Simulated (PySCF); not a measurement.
**Be (beryllium, neutral): r2SCAN calculation**

Configuration: [He] 2s2, closed-shell 1S. All numbers are calculated (PySCF 2.14, the non-relativistic Hamiltonian (point nucleus), in aug-cc-pVQZ (6s5p4d3f2g, 80 functions)).

```
Total energy                                     : -14.6486 hartree
One-electron energy                              : -19.0721 hartree
Hartree (Coulomb) energy                         : 7.1657 hartree
Exchange-correlation energy                      : -2.7422 hartree
Kinetic energy                                   : 14.56891 hartree
⟨S²⟩                                             : 0.0000
⟨L²⟩                                             : 0.000
Sum of ⟨r⟩                                       : 6.078 bohr
Sum of ⟨r²⟩                                      : 16.91 bohr²
Density at the nucleus (Gaussians lack the cusp) : 34.8 bohr⁻³
Langevin diamagnetic susceptibility              : -13.4 ×10⁻⁶ cm³/mol
```

| shell | electrons | mean orbital energy (eV) | rms radius, mean of both spins (bohr) |
| --- | --- | --- | --- |
| 1s | 2 | -108.59 | 0.488 |
| 2s | 2 | -5.742 | 2.87 |
